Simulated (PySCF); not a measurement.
Isomers of C7H12Ge, mass 170.015 u with the commonest isotopes. Level of theory: PBE0-D3(BJ)/def2-SVP geometry optimisation, gas phase (PySCF 2.14.0). One conformer each, none proved a minimum here; rigid rotors.

**Question.** Order these by rotational constant B, smallest first.
A. `[CH:1]1=[C:2]([CH:3]2[CH2:4][CH2:5]2)[CH2:6][GeH2:7][CH2:8]1` with C1–C2–C3–C4 22°
B. `[CH3:1][C:2]#[C:3][C@@H:4]1[CH2:5][CH2:6][CH2:7][GeH2:8]1` with C3–C4–C5–C6 -77°, C4–C5–C6–C7 -54°, C5–C6–C7–Ge8 36°, C6–C7–Ge8–C4 -10°
C. `[CH3:1][CH2:2][CH2:3][C:4]1=[CH:5][GeH2:6][CH:7]=[CH:8]1` with C1–C2–C3–C4 -179°, C2–C3–C4–C5 -106°
D. `[CH3:1][CH2:2][CH2:3][GeH:4]1[CH:5]=[CH:6][CH:7]=[CH:8]1` with C1–C2–C3–Ge4 179°, C2–C3–Ge4–C5 -49°
E. `[CH3:1][C:2]#[C:3][C@H:4]1[CH2:5][CH2:6][GeH2:7][CH2:8]1` with C3–C4–C5–C6 179°, C4–C5–C6–Ge7 -38°, C5–C6–Ge7–C8 13°, C6–Ge7–C8–C4 14°

**Answer.** E (569.5 MHz), C (592.3 MHz), A (725.8 MHz), B (870.9 MHz), D (945.2 MHz).

**Question.** Order these by rotational constant C, smallest first.
A. `[CH3:1][CH2:2][CH2:3][C:4]1=[CH:5][GeH2:6][CH:7]=[CH:8]1` with C1–C2–C3–C4 -179°, C2–C3–C4–C5 -106°
B. `[CH3:1][C:2]#[C:3][C@@H:4]1[CH2:5][CH2:6][CH2:7][GeH2:8]1` with C3–C4–C5–C6 -77°, C4–C5–C6–C7 -54°, C5–C6–C7–Ge8 36°, C6–C7–Ge8–C4 -10°
C. `[CH:1]1=[C:2]([CH:3]2[CH2:4][CH2:5]2)[CH2:6][GeH2:7][CH2:8]1` with C1–C2–C3–C4 22°
D. `[CH3:1][CH2:2][CH2:3][GeH:4]1[CH:5]=[CH:6][CH:7]=[CH:8]1` with C1–C2–C3–Ge4 179°, C2–C3–Ge4–C5 -49°
E. `[CH3:1][C:2]#[C:3][C@H:4]1[CH2:5][CH2:6][GeH2:7][CH2:8]1` with C3–C4–C5–C6 179°, C4–C5–C6–Ge7 -38°, C5–C6–Ge7–C8 13°, C6–Ge7–C8–C4 14°

**Answer.** E (520.0 MHz), A (551.4 MHz), C (648.7 MHz), B (742.0 MHz), D (861.1 MHz).

**Question.** Order these by out-of-plane moment Σ m c² = (Ia + Ib − Ic)/2, smallest first.
A. `[CH3:1][CH2:2][CH2:3][C:4]1=[CH:5][GeH2:6][CH:7]=[CH:8]1` with C1–C2–C3–C4 -179°, C2–C3–C4–C5 -106°
B. `[CH3:1][C:2]#[C:3][C@H:4]1[CH2:5][CH2:6][GeH2:7][CH2:8]1` with C3–C4–C5–C6 179°, C4–C5–C6–Ge7 -38°, C5–C6–Ge7–C8 13°, C6–Ge7–C8–C4 14°
C. `[CH3:1][CH2:2][CH2:3][GeH:4]1[CH:5]=[CH:6][CH:7]=[CH:8]1` with C1–C2–C3–Ge4 179°, C2–C3–Ge4–C5 -49°
D. `[CH3:1][C:2]#[C:3][C@@H:4]1[CH2:5][CH2:6][CH2:7][GeH2:8]1` with C3–C4–C5–C6 -77°, C4–C5–C6–C7 -54°, C5–C6–C7–Ge8 36°, C6–C7–Ge8–C4 -10°
E. `[CH:1]1=[C:2]([CH:3]2[CH2:4][CH2:5]2)[CH2:6][GeH2:7][CH2:8]1` with C1–C2–C3–C4 22°

**Answer.** B (16.90 u·Å²), E (23.77 u·Å²), A (25.63 u·Å²), D (63.14 u·Å²), C (78.44 u·Å²).

| SMILES | point group | Ia (u·Å²) | Ib (u·Å²) | Ic (u·Å²) | κ | μa (D) | μb (D) | μc (D) |
| --- | --- | --- | --- | --- | --- | --- | --- | --- |
| CC#C[C@@H]1CC[CH2][GeH2]1 | C1 | 227.05 | 580.31 | 681.10 | -0.83 | 0.00 | 0.50 | 0.33 |
| CC#C[C@H]1C[CH2][GeH2][CH2]1 | C1 | 118.26 | 887.37 | 971.82 | -0.97 | 0.60 | 0.25 | 0.07 |
| CC[CH2][GeH]1[CH]=CC=[CH]1 | Cs | 209.10 | 534.68 | 586.90 | -0.89 | 0.57 | 0.30 | 0.02 |
| C1=C(C2CC2)[CH2][GeH2][CH2]1 | C1 | 130.22 | 696.35 | 779.02 | -0.95 | 0.53 | 0.05 | 0.08 |
| CCCC1=[CH][GeH2][CH]=C1 | C1 | 114.56 | 853.19 | 916.48 | -0.98 | 0.87 | 0.18 | 0.01 |
